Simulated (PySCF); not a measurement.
Relaxation of singlet VH₄⁺

These are results of PBE0 in PySCF with V def2-TZVP, H def2-TZVP; no relativity; density-fitted integrals, not measurements. A (50,194) grid was used.

A start at the PBE0 minimum, of C2 symmetry, held to at least that symmetry:

```xyz
5
charge 1 multiplicity 1, angstrom
V     0.0000    0.0000   -0.1065
H     0.5461    1.1582    1.2877
H    -0.5461   -1.1582    1.2877
H     0.9683    0.4565    1.4039
H    -0.9683   -0.4565    1.4039
```

What forces act on the atoms at the start (eV/Å)?


```json
{"atom": "V1", "Fx": "0.00", "Fy": "0.00", "Fz": "0.80"}
{"atom": "H2", "Fx": "0.28", "Fy": "-0.30", "Fz": "-0.29"}
{"atom": "H3", "Fx": "-0.28", "Fy": "0.30", "Fz": "-0.29"}
{"atom": "H4", "Fx": "-0.38", "Fy": "0.33", "Fz": "-0.11"}
{"atom": "H5", "Fx": "0.38", "Fy": "-0.33", "Fz": "-0.11"}
```

What does it relax to?

It ends at C2v with H–H 0.841 Å (×2), V–H 1.766 Å (×2), V–H 1.771 Å (×2); H–H–V 76.0° (×2), H–H–V 76.5° (×2), H–V–H 27.5° (×2), H–V–H 56.3°, H–V–H 83.8° (×2), H–V–H 111.3° (after a last refinement on a finer grid). A frequency run shows a minimum.

How much energy is released, and in how many steps?

27.2 kJ/mol in 16 steps.

Stability towards spin polarisation was not tested.

The relaxation took 19 s on 2 threads of a shared Arm Neoverse V1 host, with 69 basis functions and 18 gradients; the process peaked at 0.96 GiB.
